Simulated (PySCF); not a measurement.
ISn, charge +1, multiplicity 1. Atoms are numbered in the order given.

```xyz
2

Sn     0.0000     0.0000    -1.3462
I      0.0000     0.0000     1.2700
```
Charge +1, spin multiplicity 1.

Coordinates come from a B3LYP-D3(BJ)/def2-TZVP optimisation. The multiplicity is an assumed one; other spin states were not compared. The def2 effective core potentials stand for the cores of I, Sn; spin–orbit coupling is left out.

All values below come from HF/def2-TZVPD (PySCF).

The molecule is in vacuum.

Computed frontier levels, gap, dipole moment and polarisability:
The highest occupied level is -15.56 eV and the lowest empty level is -5.90 eV. The orbital gap comes out as 9.65 eV and the dipole moment about the centre of nuclear charge is 4.90 D. The mean static polarisability comes out as 63.6 bohr³ (9.43 Å³) and the polarisability, principal values is 49.3, 49.3, 92.3 bohr³.
